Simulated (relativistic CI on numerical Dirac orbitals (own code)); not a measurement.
V⁺ in a cubic cluster: 3p photoemission with charge transfer

Computed with a charge-transfer multiplet model of a cubic metal-ligand cluster with up to one ligand hole, Slater and spin-orbit integrals from Dirac-Coulomb-Breit ions, Slater integrals scaled by 0.7. The ground state mixes d4 with configurations of k ligand holes L, whose averages lie at kΔ + k(k − 1)U_dd/2; a core hole lowers each added d electron by U_cd. 300 K, Lorentzian 0.9 eV and Gaussian 0.8 eV FWHM.

Atomic integrals in eV (Slater integrals scaled, ζ unscaled), ground: F2dd 5.287, F4dd 3.249, zeta_d 0.015; with the core hole: F2dd 6.361, F4dd 3.957, zeta_d 0.020, zeta_core 0.529, F2cd 7.147, G1cd 8.918, G3cd 5.369.

Cluster parameters (eV): U_dd = 5.4, U_cd = 6.1, 10Dq = 1.2, 10Dq(ligand) = 1.2, V(eg) = 1.65, V(t2g) = -0.88, final-state hopping factor = 1.

| Case | n_d | d4 | d5L | S |
| --- | --- | --- | --- | --- |
| Δ = 10.1 eV | 4.08 | 0.92 | 0.08 | 2.00 |
| Δ = 12.1 eV | 4.06 | 0.94 | 0.06 | 2.00 |
| Δ = 13.1 eV | 4.05 | 0.95 | 0.05 | 2.00 |

Weights, n_d and S are thermal averages at 300 K. Binding energies count from the first peak over 30 % of the highest in each spectrum, which can be another peak from case to case. The parameters are a model scan and need not match a compound or its usual spin state. Peaks in eV (height, largest 100):
- Δ = 10.1 eV: 0.0 (93), 1.4 (100), 4.9 (25), 11.3 (29), 15.3 (23)
- Δ = 12.1 eV: 0.0 (88), 1.6 (100), 6.4 (11), 11.6 (29), 15.4 (22)
- Δ = 13.1 eV: 0.0 (87), 1.7 (100), 7.2 (8), 11.6 (29), 15.4 (22)

Curve for Δ = 12.1 eV (points under 2 left out, the grid thinned):

```
E (eV)  Intensity
  -4.1        2.4
  -3.6        3.0
  -3.0        4.1
  -2.5        5.6
  -2.0        8.4
  -1.5       14.3
  -0.9       35.2
  -0.4       71.8
   0.1       87.0
   0.6       69.2
   1.2       84.5
   1.7       99.6
   2.2       76.1
   2.8       51.5
   3.3       43.9
   3.8       33.7
   4.3       22.1
   4.9       15.0
   5.4       12.2
   5.9       11.0
   6.4       11.4
   7.0        9.6
   7.5        7.3
   8.0        6.4
   8.6        7.0
   9.1        7.8
   9.6        8.8
  10.1       11.1
  10.7       17.5
  11.2       25.7
  11.7       28.5
  12.2       21.4
  12.8       12.7
  13.3       10.1
  13.8       10.2
  14.4       14.3
  14.9       19.6
  15.4       22.5
  15.9       19.3
  16.5       10.4
  17.0        5.4
  17.5        3.3
  18.0        2.3
  20.2        2.2
  20.7        2.0
```

For the case Δ = 10.1 eV, Δ = 10.1 eV is larger than U_dd = 5.4 eV, the Mott-Hubbard side of the Zaanen-Sawatzky-Allen scheme. With the core hole the configuration with one ligand hole lies at Δ − U_cd = 4.0, 6.0, 7.0 eV from the one without, in the order of the table; where this is negative the screened configuration lies lower, though the effective hopping of about 3.2 eV (from the holes of the mixed ground state) mixes the two strongly wherever it is as large as the gap.
